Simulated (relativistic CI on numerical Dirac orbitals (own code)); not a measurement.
# Level scheme of Ce I

Calculated at this level of theory: Dirac-Coulomb-Breit CI, separate exchange-only KLI orbitals for each configuration, model QED, valence Slater integrals scaled by 0.85, P86 correlation energy added to each configuration (own radial code, finite nucleus).

CI space (outside the closed core [Xe]): 4f 5d 6s2, 4f 5d2 6s, 4f2 6s2, 4f 5d2 6p, 4f 5d 6s 6p, 4f 5d3, 4f 6s2 6p, 5d3 6s, 4f 5d 6s 6d, 4f 5d 6s 6f, 4f2 5d 6s, 4f 6s2 7p, 4f 5d 6s 6g, 4f 6s2 5f, 5d2 6s2, 4f 6s 6p 7s, 4f 5d 6s 7s, 4f 5d2 6d, 4f 6s2 8s, 4f2 5d2, 4f 6s2 5g, 4f2 5d 6d, 4f 5d2 7s, 4f 6s2 7d, 4f 6s 6p 6d, 5d2 6s 7s, 4f2 6s 7s, 4f 5d 6s 7p, 4f 5d2 5f, 5d 6s 6p2, 4f2 6s 6p, 4f2 6p2, 4f2 6p 6d, 4f2 6p 6f, 4f 5d 6p2, 4f 6p3, 4f 6s 6p2, 4f 6p2 6d, 4f 6p2 6f, 4f2 5d 6p, 4f3 6p. Double excitations out of closed p, d and f shells are left out; levels of such configurations are missing from the list, as are those of other unlisted configurations, and high levels can miss mixing partners. These lack a partner that the ground configuration has and come out too high: 4f 6s2 7p, 4f 6s2 5f, 5d2 6s2, 4f 6s2 8s, 4f 6s2 5g.

| No. | Configuration | Term | J | E (eV) | % | jj configuration (%) |
| --- | --- | --- | --- | --- | --- | --- |
| 1 | 4f 5d 6s2 | 1G° | 4 | 0.0000 | 42 | 4f5/2 5d3/2 (66) |
| 2 | 4f 5d 6s2 | 3F° | 2 | 0.0872 | 74 | 4f5/2 5d3/2 (66) |
| 3 | 4f 5d 6s2 | 3H° | 4 | 0.1399 | 39 | 4f5/2 5d5/2 (46) |
| 4 | 4f 5d2(3F)<4H°> 6s | 5H° | 3 | 0.1838 | 72 | 4f5/2 5d3/2^2 6s (63) |
| 5 | 4f 5d 6s2 | 3F° | 3 | 0.2164 | 74 | 4f5/2 5d5/2 (46) |
| 6 | 4f 5d 6s2 | 3H° | 5 | 0.2309 | 70 | 4f5/2 5d5/2 (42) |
| 7 | 4f 5d2(3F)<4H°> 6s | 5H° | 4 | 0.2473 | 79 | 4f5/2 5d3/2 5d5/2 6s (51) |
| 8 | 4f 5d2(3F)<4H°> 6s | 5H° | 5 | 0.3266 | 76 | 4f5/2 5d3/2 5d5/2 6s (62) |
| 9 | 4f 5d 6s2 | 3G° | 3 | 0.3280 | 63 | 4f5/2 5d3/2 (57) |
| 10 | 4f 5d2(3F)<4I°> 6s | 5I° | 4 | 0.3341 | 93 | 4f5/2 5d3/2^2 6s (58) |
| 11 | 4f 5d 6s2 | 3F° | 4 | 0.3892 | 60 | 4f7/2 5d5/2 (67) |
| 12 | 4f 5d2(3F)<4I°> 6s | 5I° | 5 | 0.3992 | 87 | 4f5/2 5d3/2 5d5/2 6s (46) |
| 13 | 4f 5d2(3F)<4H°> 6s | 5H° | 6 | 0.4206 | 57 | 4f5/2 5d5/2^2 6s (28) |
| 14 | 4f 5d 6s2 | 3H° | 6 | 0.4379 | 36 | 4f7/2 5d5/2 (36) |
| 15 | 4f 5d 6s2 | 1D° | 2 | 0.4512 | 57 | 4f5/2 5d5/2 (39) |
| 16 | 4f 5d2(3F)<2G°> 6s | 3G° | 4 | 0.4524 | 40 | 4f7/2 5d3/2 (31) |
| 17 | 4f 5d2(3F)<2G°> 6s | 3G° | 5 | 0.4791 | 71 | 4f5/2 5d5/2^2 6s (38) |
| 18 | 4f 5d2(3F)<4I°> 6s | 5I° | 6 | 0.4970 | 64 | 4f5/2 5d3/2 5d5/2 6s (35) |
| 19 | 4f 5d2(3F)<4D°> 6s | 5D° | 0 | 0.5257 | 69 | 4f5/2 5d3/2^2 6s (52) |
| 20 | 4f 5d2(3F)<4H°> 6s | 5H° | 7 | 0.5294 | 71 | 4f7/2 5d5/2^2 6s (39) |
| 21 | 4f 5d2(3F)<2G°> 6s | 3G° | 3 | 0.5307 | 71 | 4f7/2 5d3/2 5d5/2 6s (28) |
| 22 | 4f 5d2(3F)<2G°> 6s | 3G° | 4 | 0.5513 | 42 | 4f7/2 5d3/2 (20) |
| 23 | 4f 5d2(3F)<4D°> 6s | 5D° | 1 | 0.5533 | 72 | 4f5/2 5d3/2^2 6s (39) |
| 24 | 4f 5d 6s2 | 3D° | 1 | 0.6043 | 68 | 4f5/2 5d3/2 (34) |
| 25 | 4f 5d2(3F)<4I°> 6s | 5I° | 7 | 0.6050 | 72 | 4f7/2 5d3/2 5d5/2 6s (63) |
| 26 | 4f 5d2(3F)<4D°> 6s | 5D° | 2 | 0.6103 | 88 | 4f5/2 5d3/2 5d5/2 6s (53) |
| 27 | 4f 5d2(3F)<4D°> 6s | 5D° | 3 | 0.6514 | 79 | 4f5/2 5d3/2 5d5/2 6s (33) |
| 28 | 4f 5d 6s2 | 3G° | 5 | 0.6537 | 66 | 4f7/2 5d5/2 (48) |
| 29 | 4f 5d2(3F)<4D°> 6s | 5D° | 4 | 0.6784 | 59 | 4f5/2 5d3/2 5d5/2 6s (31) |
| 30 | 4f 5d 6s2 | 3P° | 0 | 0.6977 | 37 | 4f5/2 5d5/2 (37) |

Energies count from the lowest computed level; ° marks odd parity. Percentages are summed over parent terms; the parents shown are those of the largest component, closed shells are left out there, and <> holds an intermediate term. Filled j subshells are mostly left out of the jj labels.

The mean weight of the leading LS term, summed over parents, in these 30 levels is 65 %, and that of the leading jj configuration (from the same eigenvectors) 45 %, so LS coupling describes them better.

For a near-neutral ion this model can misplace configurations by up to about 10,000 cm⁻¹ (more where the count of f electrons changes) and terms by 10 to 25 % of their spread. Rates follow the energies as ν³ (E1, M1) or ν⁵ (E2), so they and the lifetimes can be off by large factors. The fine structure of a lone outer electron comes out too small, for d and f at times inverted, and misplaced configurations move strength between like terms. 12 of the 71 excited levels that our extract of the measured tables holds in this range could be paired (the sources list more); they are missed by 1932 cm⁻¹ on average and 5562 at most, and levels without a partner can miss by more. Some levels of the ground configuration have no partner and can miss by 10 % or more.

LS names give the leading component of a level, which can be under half, so a name can repeat, a term be missing and a line seem to break the LS rules.
